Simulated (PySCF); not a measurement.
## V: excitation energy

V [Ar] 3d3 4s2 (4F) → V [Ar] 3d3 4s1 4p1 (high-spin determinant), as a difference of total energies. Computed with PySCF 2.14 in dyall-av2z (16s12p7d2f, 101 functions), with no relativity, point nucleus. Correlated levels: valence: [Ar] frozen; virtual orbitals above 40 to 60 times the deepest correlated orbital energy dropped. The calculations carry no spin-orbit coupling.

```tsv
method	excitation energy (eV)
UHF	1.004
LDA	2.177
PBE	1.973
PBE0	1.811
r2SCAN	1.591
B2PLYP	2.166
LC-wPBE	1.415
PBEsol	1.940
HSE06	1.836
MP2 (valence)	1.707
SCS-MP2 (valence)	1.969
```

Q: How much does correlation contribute at MP2 (valence)?

A: 1.707 − (1.004) = 0.703 eV, measured against UHF.

A first-order spin-orbit estimate (lowest level to lowest level, LS coupling) adds -0.009 eV.

The determinant of the upper state mixes LS terms, which raises its energy above the lowest term, most at the Hartree-Fock and MP2 levels.
